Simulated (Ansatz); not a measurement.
Ansatz (a first-principles code) job for Si(H)(Me)2(PH2) (C2H9PSi), SMILES C[SiH](C)P, PBE-D3(BJ)/def2-SVP. 

Ansatz 0.2 input:
```yaml
crystal:
  periodic: [false, false, false]
  atoms:
    - {symbol: Si, position_ang: [-0.38696340, 0.38559244, 0.25954720]}
    - {symbol: C, position_ang: [0.00789897, 1.79751572, -0.91906364]}
    - {symbol: C, position_ang: [-1.89627868, -0.57432096, -0.32075504]}
    - {symbol: P, position_ang: [1.32596143, -1.09102937, 0.48472683]}
    - {symbol: H, position_ang: [-0.63613159, 0.93593481, 1.63086327]}
    - {symbol: H, position_ang: [0.21725697, 1.41323693, -1.92967491]}
    - {symbol: H, position_ang: [0.88905494, 2.36305569, -0.57988158]}
    - {symbol: H, position_ang: [-0.84124866, 2.49662543, -0.98774654]}
    - {symbol: H, position_ang: [-2.13714948, -1.39056241, 0.37698164]}
    - {symbol: H, position_ang: [-1.72112390, -1.01519418, -1.31482164]}
    - {symbol: H, position_ang: [-2.77475249, 0.08625764, -0.39258776]}
    - {symbol: H, position_ang: [1.54602603, -1.18695199, -0.92589573]}
    - {symbol: H, position_ang: [2.31641250, -0.07442412, 0.65711185]}
basis:
  gaussian:
    orbitals: def2-SVP
hamiltonian:
  xc: pbe
  dispersion: d3bj
relax: {f_tol: 0.002, max_steps: 200}
```

It prints:

```
WARN ansatz: RAYON_NUM_THREADS=1 ignored (pool sized by the plan → 1); use --threads N
Functional definition: PBE
integrals: 0.05 GiB planned
1241 factors; their error is unknown
mean field: 0.30 GiB planned
mean field evaluation 1: about -19356.8257 eV, gradient 7.0e1 eV
mean field evaluation 2: about -19340.2483 eV, gradient 9.8e1 eV
mean field evaluation 4: about -19369.0110 eV, gradient 5.3e0 eV
mean field evaluation 8: about -19369.1055 eV, gradient 1.1e-1 eV
mean field evaluation 16: about -19369.0492 eV, gradient 2.3e-4 eV
mean field -19369.04920357 eV, -711.7994294180 hartree, gradient 4.7e-5 eV, S^2 0.000000; 0 other end points of the search recorded, 0 dependent functions left out
the calculation of the forces begins
reference -19369.04923985 eV, -711.7994307515 hartree; 25, 25 occupied and 84, 84 virtual orbitals, 1241 factors
relax step   1: F+E_penalty+E_count = -19369.35051941 eV  Δ(F+E_penalty+E_count) = +0.000e0 eV  max|allowed force component| = 3.195e-1 eV/Å  Δτ_max = 0.0000 Å  (27 SCF iters, accepted)
these checks for a lower state are left out or cut short: starts, cluster_reference, orbital_swaps, neighbouring_geometries, increment
integrals: 0.05 GiB planned
1241 factors; their error is unknown
mean field: 0.30 GiB planned
mean field -19369.06350385 eV, -711.7999549437 hartree, gradient 2.3e-5 eV, S^2 0.000000; 0 other end points of the search recorded, 0 dependent functions left out
the calculation of the forces begins
reference -19369.06354018 eV, -711.7999562786 hartree; 25, 25 occupied and 84, 84 virtual orbitals, 1241 factors
relax step   2: F+E_penalty+E_count = -19369.36336874 eV  Δ(F+E_penalty+E_count) = -1.285e-2 eV  max|allowed force component| = 9.106e-2 eV/Å  Δτ_max = 0.0222 Å  (28 SCF iters, accepted)
these checks for a lower state are left out or cut short: starts, cluster_reference, orbital_swaps, neighbouring_geometries, increment
integrals: 0.05 GiB planned
1241 factors; their error is unknown
mean field: 0.30 GiB planned
mean field evaluation 32: about -19369.0656 eV, gradient 2.3e-5 eV
mean field -19369.06563293 eV, -711.8000331859 hartree, gradient 2.3e-5 eV, S^2 0.000000; 0 other end points of the search recorded, 0 dependent functions left out
the calculation of the forces begins
reference -19369.06566933 eV, -711.8000345235 hartree; 25, 25 occupied and 84, 84 virtual orbitals, 1241 factors
relax step   3: F+E_penalty+E_count = -19369.36471242 eV  Δ(F+E_penalty+E_count) = -1.344e-3 eV  max|allowed force component| = 2.798e-2 eV/Å  Δτ_max = 0.0182 Å  (28 SCF iters, accepted)
these checks for a lower state are left out or cut short: starts, cluster_reference, orbital_swaps, neighbouring_geometries, increment
integrals: 0.05 GiB planned
1241 factors; their error is unknown
mean field: 0.30 GiB planned
mean field -19369.06594907 eV, -711.8000448041 hartree, gradient 2.3e-5 eV, S^2 0.000000; 0 other end points of the search recorded, 0 dependent functions left out
the calculation of the forces begins
reference -19369.06598544 eV, -711.8000461406 hartree; 25, 25 occupied and 84, 84 virtual orbitals, 1241 factors
relax step   4: F+E_penalty+E_count = -19369.36511810 eV  Δ(F+E_penalty+E_count) = -4.057e-4 eV  max|allowed force component| = 1.173e-2 eV/Å  Δτ_max = 0.0089 Å  (29 SCF iters, accepted)
these checks for a lower state are left out or cut short: starts, cluster_reference, orbital_swaps, neighbouring_geometries, increment
integrals: 0.05 GiB planned
1241 factors; their error is unknown
mean field: 0.30 GiB planned
mean field -19369.06589963 eV, -711.8000429870 hartree, gradient 1.1e-5 eV, S^2 0.000000; 0 other end points of the search recorded, 0 dependent functions left out
the calculation of the forces begins
reference -19369.06593600 eV, -711.8000443235 hartree; 25, 25 occupied and 84, 84 virtual orbitals, 1241 factors
relax step   5: F+E_penalty+E_count = -19369.36514206 eV  Δ(F+E_penalty+E_count) = -2.396e-5 eV  max|allowed force component| = 1.743e-3 eV/Å  Δτ_max = 0.0024 Å  (21 SCF iters, accepted)
integrals: 0.05 GiB planned
1241 factors; their error is unknown
mean field: 0.30 GiB planned
mean field evaluation 64: about -19369.0659 eV, gradient 6.0e-5 eV
mean field -19369.06589963 eV, -711.8000429870 hartree, gradient 1.1e-5 eV, S^2 0.000000; 1 other end points of the search recorded, 0 dependent functions left out
the calculation of the forces begins
reference -19369.06593600 eV, -711.8000443235 hartree; 25, 25 occupied and 84, 84 virtual orbitals, 1241 factors
Total energy: -19369.36517843 eV, -711.8110412799 hartree
Atom 0 at    -0.384562     0.382501     0.262732 Å, force     0.001293    -0.001743    -0.000297 eV/Å
Atom 1 at     0.011710     1.804212    -0.922399 Å, force    -0.000656    -0.001514    -0.000502 eV/Å
Atom 2 at    -1.905471    -0.579894    -0.321148 Å, force     0.000396     0.001227     0.000643 eV/Å
Atom 3 at     1.337528    -1.106241     0.496784 Å, force     0.000090    -0.000216     0.000690 eV/Å
Atom 4 at    -0.638003     0.937272     1.643089 Å, force    -0.000815    -0.000140    -0.000971 eV/Å
Atom 5 at     0.222280     1.417717    -1.940571 Å, force    -0.000264     0.000007     0.000691 eV/Å
Atom 6 at     0.899395     2.373438    -0.580806 Å, force     0.000216     0.000975     0.000375 eV/Å
Atom 7 at    -0.844032     2.508059    -0.990637 Å, force     0.000772     0.000208    -0.000285 eV/Å
Atom 8 at    -2.150340    -1.402065     0.380668 Å, force    -0.000218     0.000038     0.000254 eV/Å
Atom 9 at    -1.731275    -1.023117    -1.323082 Å, force     0.000458     0.001176     0.000745 eV/Å
Atom 10 at    -2.788098     0.088580    -0.391829 Å, force    -0.000874    -0.001005    -0.000667 eV/Å
Atom 11 at     1.554943    -1.188063    -0.927940 Å, force    -0.000970     0.000816    -0.000596 eV/Å
Atom 12 at     2.324889    -0.066664     0.653942 Å, force     0.000570     0.000171    -0.000079 eV/Å
Dipole moment:    -0.121861     0.202217    -0.238919 e Å
```

Self-consistency was reached.
